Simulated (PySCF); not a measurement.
CHS2, SMILES S=C=[SH+], charge +1. Heavy atoms are numbered as in [S:1]=[C:2]=[SH+:3]. Hydrogens are named by the atom that carries them.

Geometry: B3LYP-D3(BJ)/def2-TZVP. The isomer is the one that the SMILES or the coordinates give; other isomers of the formula were not compared.

Level of theory: PySCF with PBE/def2-TZVPD.

Mulliken values depend strongly on the basis, most of all with diffuse functions as here. Atomic charges (e), one atom of each kind:

```tsv
atom	IAO	Mulliken
S1	…	0.00
C2	…	0.75
S3 (SH)	…	-0.03
H on S3	…	0.28
```

Question: What belongs in the gaps? (Estimate from the structure and the level; the computed values follow.)

Answer: 
- S1, IAO: 0.62
- C2, IAO: -0.25
- S3 (SH), IAO: 0.43
- H on S3, IAO: 0.20
